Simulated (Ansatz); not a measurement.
Basis-set extrapolation for CH$_{2}$F$_{2}$SSi (`F[C@H]1S[Si@@H]1F`) (PBE0-D4/def2-TZVP geometry, frozen core, Ansatz). Multiplicity 1, RHF reference.

|  | def2-TZVPP | def2-QZVPP |
| --- | --- | --- |
| HF | -924.548104 | -924.579197 |
| MP2 correlation | -0.944703 | -1.029501 |
| CCSD(T) correlation | -1.009111 | not run |

Energies in hartree. Use E(X) = E(∞) + A·exp(−7.88·√X) for Hartree–Fock and E(X) = E(∞) + B·X^(−2.97) for correlation, with X = 3 and 4, and add CCSD(T) minus MP2 of the smaller set to the MP2 limit.

Task: What is the CCSD(T) energy at the basis-set limit?

Result: HF limit: -924.579197 + (-0.031093) × 0.13774 = -924.58348. MP2 limit: -1.029501 + (-0.084798) × 0.74074 = -1.09231. Higher-order term: -1.009111 − (-0.944703) = -0.06441. Total: -925.74020 hartree, 480.4 kJ/mol below CCSD(T)/def2-TZVPP.
